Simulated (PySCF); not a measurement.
# Hartree-Fock beside MP2: AlGeH3NO cation

These are calculations, not measurements. They come from PySCF 2.14.0, an open-source quantum chemistry program, on an isolated molecule that a program drew, which may never have been made. The molecule is AlGeH3NO cation (charge +1, singlet), drawn as the SMILES string `[NH]=[GeH][O][AlH+]`.

The geometry was optimised and harmonic frequencies were computed with HF and MP2, all in the cc-pV(D+d)Z basis, for the commonest isotopes, with a restricted reference for singlets and an unrestricted one otherwise, and a frozen core in MP2. Germanium has the cc-pVDZ-PP basis, with a core potential (ECP10MDF) in place of its 10 inner electrons, and its 3s, 3p and 3d shells are frozen in MP2. Each result is a local minimum of its method.

Geometry at the HF minimum:
```xyz
7
AlGeH3NO cation, angstrom
N     1.2687   -0.1412    3.1922
Ge   -0.0869    0.2859    2.3484
O    -0.2093    0.2978    0.5115
Al   -0.1731    0.2620   -1.0957
H     2.0943   -0.4174    2.6835
H    -1.4446    0.7337    2.7965
H    -0.1473    0.2304   -2.6318
```

Lengths of the bonds as drawn, in Å (atoms numbered as above):
```
  bond     HF    MP2
N1-Ge2  1.653  1.700
Ge2-O3  1.841  1.900
O3-Al4  1.608  1.630
 N1-H5  1.008  1.033
Ge2-H6  1.498  1.511
Al4-H7  1.537  1.543
```

Rotational constants, in GHz:
```
constant,HF,MP2
A,18.25,19.26
B,1.593,1.49
C,1.465,1.383
```

Harmonic frequencies in cm^-1, each column in rising order, so a row needn't be the same motion in every method:
```
rank,HF,MP2
1,97,77
2,138,99
3,260,211
4,368,320
5,400,355
6,440,401
7,443,403
8,720,686
9,759,694
10,861,811
11,1043,?
12,1151,1083
13,2179,2124
14,2391,2303
15,3781,3501
```

**Estimate the missing MP2 frequency from the HF column.**

A single factor s that minimises the squared misfit of MP2 against s times HF over the other rows is sum(HF x MP2) / sum(HF^2) = 0.9417, with an rms misfit of 34 cm^-1. For rank 11 it gives 0.9417 x 1043 = 982 cm^-1. The calculation gives 946 cm^-1, 36 cm^-1 below the estimate. The drawn bonds are on average 1.9 % longer in MP2 than in HF.
